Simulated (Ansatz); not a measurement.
A structure relaxed at PBE-D4/def2-SVP in Ansatz, charge 0, singlet:

Cartesian coordinates in Å:
```
S -4.7799 2.1057 -0.3851
C -3.1052 1.7326 0.0671
C -2.0699 1.5555 -0.8773
C -0.7671 1.2699 -0.4583
C -0.4732 1.1214 0.9128
S 1.1837 0.8332 1.5019
C 1.7548 -0.5150 0.4820
C 3.1372 -0.5770 0.2081
C 3.6589 -1.6492 -0.5302
C 2.8098 -2.6545 -1.0194
C 1.4321 -2.5866 -0.7514
C 0.9025 -1.5322 0.0049
C -1.5071 1.2870 1.8552
C -2.8067 1.6009 1.4398
H -4.5740 2.1198 -1.7308
H -2.2799 1.6585 -1.9532
H 0.0325 1.1532 -1.2051
H 3.7992 0.2249 0.5699
H 4.7398 -1.6884 -0.7370
H 3.2193 -3.4879 -1.6099
H 0.7579 -3.3732 -1.1250
H -0.1750 -1.4935 0.2240
H -1.2881 1.1636 2.9266
H -3.6015 1.7313 2.1904
```

(1) Give its formula, name or SMILES.

(2) Summarise the bond lengths by kind (pairs closer than 1.2 times the sum of covalent radii, bridged metal pairs left out).

## Answers

(1) `Sc1ccc(Sc2ccccc2)cc1`.

(2) 12 × C–C 1.40 to 1.41 Å; 3 × C–S 1.77 to 1.78 Å; 9 × C–H 1.10 Å; 1 × H–S 1.36 Å.
